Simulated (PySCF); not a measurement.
C3H5BO2, SMILES C=C1OCB1O.

Coordinates come from a PBE0-D3(BJ)/def2-SVP optimisation. The structure was generated by enumeration, and PubChem lists no compound with its InChIKey, so it may never have been made. The values are those of a single conformer.

Method: B3LYP/def2-TZVP (PySCF).

Gas-phase values at a fixed geometry.

```
Item                                                                                                             Value
---------------------------------------------------------------------------------------------  -----------------------
total energy                                                                                        -292.74297 hartree
point group                                                                                                         Cs
highest occupied level                                                                                        -6.33 eV
lowest empty level                                                                                            -1.28 eV
orbital gap                                                                                                    5.05 eV
dipole moment                                                                                                   2.91 D
quadrupole, principal values (traceless, Buckingham form, about the centre of nuclear charge)  -6.82, -3.22, 10.04 D·Å
mean static polarisability                                                                        57.2 bohr³ (8.48 Å³)
polarisability, principal values                                                                39.1, 53.3, 79.3 bohr³
```
